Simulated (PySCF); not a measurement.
CH6AsNOSi.
Z-matrix (Å and degrees, PBE0-D3(BJ)/def2-SVP geometry), rows numbered from 1:
```
N 
C   1  1.3549
O   2  1.2181  1  122.87
Si  2  1.9389  1  119.25  3   179.77
As  4  2.3570  2  101.46  1   168.85
H   1  1.0096  2  122.36  3  -179.59
H   1  1.0150  2  118.71  3    -1.12
H   4  1.4967  2  109.22  1   -73.96
H   4  1.4985  2  111.10  1    44.34
H   5  1.5304  4   92.43  2  -160.19
H   5  1.5247  4   90.75  2   -67.94
```

Computed with PySCF at PBE0/def2-SVPD, non-relativistic, on one gas-phase PBE0-D3(BJ)/def2-SVP geometry that isn't relaxed in the solvent. The solvent is an IEF-PCM continuum (van der Waals radii × 1.2), and excitations are vertical TDDFT with non-equilibrium linear response and a frozen core. Specific hydrogen bonds and non-electrostatic terms are outside this model. Spin–orbit coupling is left out although an atom past zinc is present.

Gas-phase singlets (H = HOMO, L = LUMO):

```json
{"state": "S1", "E (eV)": "4.799", "λ (nm)": "258", "f": "0.002", "leading configurations": "H→L 79%, H→L+1 12%"}
{"state": "S2", "E (eV)": "5.906", "λ (nm)": "210", "f": "0.007", "leading configurations": "H→L+1 78%, H→L 12%"}
{"state": "S3", "E (eV)": "5.971", "λ (nm)": "208", "f": "0.038", "leading configurations": "H-1→L 83%"}
{"state": "S4", "E (eV)": "6.292", "λ (nm)": "197", "f": "0.073", "leading configurations": "H→L+2 38%, H-1→L+1 37%, H-1→L+2 16%"}
{"state": "S5", "E (eV)": "6.390", "λ (nm)": "194", "f": "0.111", "leading configurations": "H→L+2 56%, H-1→L+1 30%"}
```

How does the list change in acetone (ε = 20.49)?

```json
{"state": "S1", "E (eV)": "4.951", "λ (nm)": "250", "f": "0.004", "leading configurations": "H→L 80%, H-1→L 12%", "change by rank (eV)": "+0.152"}
{"state": "S2", "E (eV)": "6.015", "λ (nm)": "206", "f": "0.060", "leading configurations": "H-1→L 83%, H→L 13%", "change by rank (eV)": "+0.109"}
{"state": "S3", "E (eV)": "6.216", "λ (nm)": "199", "f": "0.011", "leading configurations": "H→L+1 83%", "change by rank (eV)": "+0.245"}
{"state": "S4", "E (eV)": "6.390", "λ (nm)": "194", "f": "0.082", "leading configurations": "H→L+2 54%, H-1→L+1 25%, H-1→L+2 17%", "change by rank (eV)": "+0.098"}
{"state": "S5", "E (eV)": "6.521", "λ (nm)": "190", "f": "0.184", "leading configurations": "H-1→L+1 39%, H→L+2 39%", "change by rank (eV)": "+0.131"}
```

The ground-state energy changes by -0.343 eV from gas to acetone. By how much does the total energy of gas-phase S1 change?

E(S1) = E(S0) + excitation energy, so it changes by -0.343 + 0.152 = -0.191 eV: it is lowered less than the ground state, which is what a blue shift means. This is the vertical state, with the slow part of the continuum still set for S0.

How do the frontier levels move from gas to acetone?

```json
{"orbital": "LUMO+2", "gas (eV)": "0.19", "solvent (eV)": "0.27", "change (eV)": "+0.08"}
{"orbital": "LUMO+1", "gas (eV)": "-0.17", "solvent (eV)": "0.06", "change (eV)": "+0.23"}
{"orbital": "LUMO", "gas (eV)": "-0.53", "solvent (eV)": "-0.46", "change (eV)": "+0.07"}
{"orbital": "HOMO", "gas (eV)": "-7.23", "solvent (eV)": "-7.29", "change (eV)": "-0.06"}
{"orbital": "HOMO-1", "gas (eV)": "-7.54", "solvent (eV)": "-7.57", "change (eV)": "-0.03"}
{"orbital": "HOMO-2", "gas (eV)": "-8.28", "solvent (eV)": "-8.15", "change (eV)": "+0.13"}
{"orbital": "HOMO-3", "gas (eV)": "-8.87", "solvent (eV)": "-8.80", "change (eV)": "+0.07"}
```

The HOMO–LUMO gap goes from 6.70 to 6.83 eV.
